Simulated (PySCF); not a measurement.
Job file and geometry (Å, from GFN2-xTB) of an NMR shielding run on `InChI=1S/C6H6BN/c1-2-7-8-5-3-4-6-8/h1,3-7H`, GIAO PBE0/pcSseg-1 NMR shielding, non-relativistic, gas phase (PySCF 2.14.0, density-fitted response routines); density fitting, a coarse starting grid and PySCF grid level 2 are the driver's defaults:

```
$ OMP_NUM_THREADS=1 python probes_run.py task.json out

{"job": {"kind": "nmr", "xc": "PBE0", "basis": "pcSseg-1"}, "charge": 0, "multiplicity": 1}
C      3.303105     0.639582     0.724622
C      2.399721     0.176593     0.076002
B      1.284465    -0.413983    -0.752444
N     -0.061564    -0.228925    -0.351406
C     -0.506097     0.461118     0.758552
C     -1.860827     0.421100     0.805064
C     -2.294497    -0.328962    -0.326391
C     -1.180830    -0.706026    -1.002301
H      4.092443     1.043586     1.290765
H      1.513918    -1.025400    -1.725377
H      0.197157     0.923448     1.423214
H     -2.493407     0.866397     1.548247
H     -3.311323    -0.549207    -0.587610
H     -1.082943    -1.279795    -1.903102
```

**Question.** Write the output of this run.

**Answer.** 
```
coarse grid: 12384 points
cycle   1  E = -311.2944320105  dE =  1.432e+00  |g| = 4.233e-01  |ddm| = 3.562e+00
cycle   2  E = -311.2768995660  dE =  1.753e-02  |g| = 5.027e-01  |ddm| = 9.353e-01
cycle   3  E = -311.3398018339  dE = -6.290e-02  |g| = 1.268e-01  |ddm| = 4.870e-01
cycle   4  E = -311.3435576110  dE = -3.756e-03  |g| = 3.809e-02  |ddm| = 1.181e-01
cycle   5  E = -311.3438210828  dE = -2.635e-04  |g| = 1.934e-02  |ddm| = 3.966e-02
cycle   6  E = -311.3439138734  dE = -9.279e-05  |g| = 6.945e-03  |ddm| = 1.994e-02
cycle   7  E = -311.3439252059  dE = -1.133e-05  |g| = 1.194e-03  |ddm| = 5.359e-03
cycle   8  E = -311.3439255419  dE = -3.360e-07  |g| = 3.030e-04  |ddm| = 1.105e-03
final grid: 121680 points
cycle   9  E = -311.3900702990  dE = -3.858e-05  |g| = 6.744e-03  |ddm| = 4.041e-02
cycle  10  E = -311.3900670045  dE =  3.295e-06  |g| = 7.973e-03  |ddm| = 1.311e-02
cycle  11  E = -311.3900819740  dE = -1.497e-05  |g| = 1.266e-03  |ddm| = 6.619e-03
cycle  12  E = -311.3900822954  dE = -3.214e-07  |g| = 4.220e-04  |ddm| = 1.082e-03
cycle  13  E = -311.3900823310  dE = -3.565e-08  |g| = 1.813e-04  |ddm| = 4.369e-04
cycle  14  E = -311.3900823394  dE = -8.384e-09  |g| = 5.142e-05  |ddm| = 1.595e-04
cycle  15  E = -311.3900823400  dE = -5.647e-10  |g| = 1.589e-05  |ddm| = 4.441e-05
converged SCF energy = -311.3900823400

GIAO shielding tensors (ppm)
atom      isotropic    diamagn.    paramagn.     s11        s22        s33       span
  0 C       72.096     261.860    -189.764      5.069     15.744    195.474    190.405
  1 C       92.722     256.048    -163.326     -8.639     -5.028    291.834    300.472
  2 B       67.192     196.420    -129.229     32.695     54.469    114.410     81.715
  3 N       34.949     325.783    -290.834    -92.395     -5.058    202.299    294.695
  4 C       55.668     250.982    -195.314    -32.743     67.080    132.668    165.410
  5 C       64.814     255.643    -190.830    -24.933     60.058    159.317    184.250
  6 C       63.944     256.405    -192.461    -25.369     58.811    158.390    183.759
  7 C       53.479     248.637    -195.158    -31.813     65.526    126.725    158.539
  8 H       28.487      33.456      -4.969     24.467     25.354     35.641     11.174
  9 H       26.397      29.044      -2.647     23.650     26.775     28.766      5.115
 10 H       24.153      32.497      -8.343     20.054     24.095     28.312      8.258
 11 H       24.992      31.614      -6.622     22.848     25.382     26.746      3.898
 12 H       25.017      30.791      -5.774     23.005     25.570     26.476      3.471
 13 H       24.692      30.092      -5.400     21.794     25.729     26.552      4.759
```

Size and cost of the density-fitted run: 166 basis functions, 26 s wall time on 1 thread of an Arm Neoverse V2, shared host; peak memory 0.91 GiB.
